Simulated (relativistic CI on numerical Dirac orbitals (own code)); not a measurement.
Calculated levels, Rb

Calculated at this level of theory: Dirac-Coulomb-Breit CI, orbitals from a KLI potential per configuration, model QED, valence Slater integrals scaled by 0.85, P86 correlation energy added to each configuration (own radial code, finite nucleus).

Configurations in the expansion (outside the closed core [Kr]): 5s, 5p, 4d, 6s, 6p, 5d, 7s, 7p, 6d, 8s, 5f, 5g, 8p, 4f, 7d, 8d. Levels of other configurations are missing.

The lowest level is 5s 2S_1/2, with 100 % of that term; Hund's rules for 5s give 2S with J = 1/2, in agreement.

```tsv
No.	Configuration	Term	J	E (cm⁻¹)	%	Landé g	jj configuration (%)
1	5s	2S	1/2	0.0	100	2.002	5s (100)
2	5p	2P°	1/2	11348.3	100	0.666	5p1/2 (100)
3	5p	2P°	3/2	11519.9	100	1.334	5p3/2 (100)
4	4d	2D	5/2	18567.4	100	1.200	4d5/2 (100)
5	4d	2D	3/2	18596.6	100	0.800	4d3/2 (100)
6	6s	2S	1/2	19292.3	100	2.002	6s (100)
7	6p	2P°	1/2	22896.1	100	0.666	6p1/2 (100)
8	6p	2P°	3/2	22951.6	100	1.334	6p3/2 (100)
9	5d	2D	5/2	25276.5	100	1.200	5d5/2 (100)
10	5d	2D	3/2	25299.4	100	0.800	5d3/2 (100)
11	7s	2S	1/2	25655.1	100	2.002	7s (100)
12	4f	2F°	7/2	27134.4	100	1.143	4f7/2 (100)
13	4f	2F°	5/2	27134.4	100	0.857	4f5/2 (100)
14	7p	2P°	1/2	27318.2	100	0.666	7p1/2 (100)
15	7p	2P°	3/2	27341.4	100	1.334	7p3/2 (100)
16	6d	2D	5/2	28431.2	100	1.200	6d5/2 (100)
17	6d	2D	3/2	28449.4	100	0.800	6d3/2 (100)
18	8s	2S	1/2	28641.3	100	2.002	8s (100)
19	8p	2P°	1/2	29546.0	100	0.666	8p1/2 (100)
20	8p	2P°	3/2	29557.1	100	1.334	8p3/2 (100)
21	5g	2G	7/2	29598.7	100	0.889	5g7/2 (100)
22	5g	2G	9/2	29598.7	100	1.111	5g9/2 (100)
23	5f	2F°	7/2	29603.0	100	1.143	5f7/2 (100)
24	5f	2F°	5/2	29603.1	100	0.857	5f5/2 (100)
25	7d	2D	5/2	30163.6	100	1.200	7d5/2 (100)
26	7d	2D	3/2	30177.9	100	0.800	7d3/2 (100)
27	8d	2D	5/2	31219.5	100	1.200	8d5/2 (100)
28	8d	2D	3/2	31230.4	100	0.800	8d3/2 (100)
```

Energies count from the lowest computed level; ° marks odd parity. Filled j subshells are mostly left out of the jj labels.

The mean weight of the leading LS term, summed over parents, in these 28 levels is 100 %, and that of the leading jj configuration (from the same eigenvectors) 100 %.

For a near-neutral ion this model can misplace configurations by up to about 10,000 cm⁻¹ (more where the count of f electrons changes) and terms by 10 to 25 % of their spread. Rates follow the energies as ν³ (E1, M1) or ν⁵ (E2), so they and the lifetimes can be off by large factors. The fine structure of a lone outer electron comes out too small, for d and f at times inverted, and misplaced configurations move strength between like terms. 7 of the 7 excited levels that our extract of the measured tables holds in this range could be paired (the sources list more); they are missed by 939 cm⁻¹ on average and 1297 at most, and levels without a partner can miss by more.
